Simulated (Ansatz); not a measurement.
Stepwise reaction of `[OH][Sc]([OH])[Cl]` with ammonia, as a gas-phase model of exchange steps in deposition or etching. ΔE in kJ/mol; ΔG adds harmonic PBE0-D4 terms to CCSD(T)/CBS, at 1 bar.

Computed with Ansatz on PBE0-D4/def2-TZVP structures; ΔE is electronic, products minus reactants. CCSD(T)/CBS adds triple-zeta CCSD(T) − MP2 to the extrapolated MP2 energy (def2 sets, frozen cores). This one scheme is used for every species. DFT in def2-TZVPP. B3LYP here is the variant with VWN-RPA as its local correlation; programs differ in this. For Sc outer-core shells are correlated without core-valence functions, which leaves a few kJ/mol of doubt a bond. Scalar relativity is left out up to krypton. Each species was taken in one conformer, which may not be the lowest.

```
step                                                    reaction  PBE-D4  B3LYP-D4  ωB97M-V  CCSD(T)/CBS  ΔG(500 K)
   2  `[NH2][Sc]([OH])[Cl]` + NH₃ → `[NH2][Sc]([NH2])[Cl]` + H₂O    72.6      75.5     76.3         74.0       72.6
```

Q: Give the row of step 1, `[OH][Sc]([OH])[Cl]` + NH₃ → `[NH2][Sc]([OH])[Cl]` + H₂O. (Estimate.)

A: Computed: 
```
step                                                  reaction  PBE-D4  B3LYP-D4  ωB97M-V  CCSD(T)/CBS  ΔG(500 K)
   1  `[OH][Sc]([OH])[Cl]` + NH₃ → `[NH2][Sc]([OH])[Cl]` + H₂O    65.0      68.4     69.2         67.6       64.6
```

Q: By hand: ΔE of the 2 steps together at CCSD(T)/CBS.

A: (67.6) + (74.0) = 141.6 kJ/mol, or 70.8 kJ/mol a step.

In ΔE each step is higher than the one before. All are uphill at CCSD(T)/CBS. ΔG lies between 64.6 and 72.6 kJ/mol a step. PBE-D4 differs from CCSD(T)/CBS by -2.6 to -1.4 kJ/mol a step. Isolated molecules leave out the surface, adducts and barriers. Largest T1 diagnostic: 0.015.
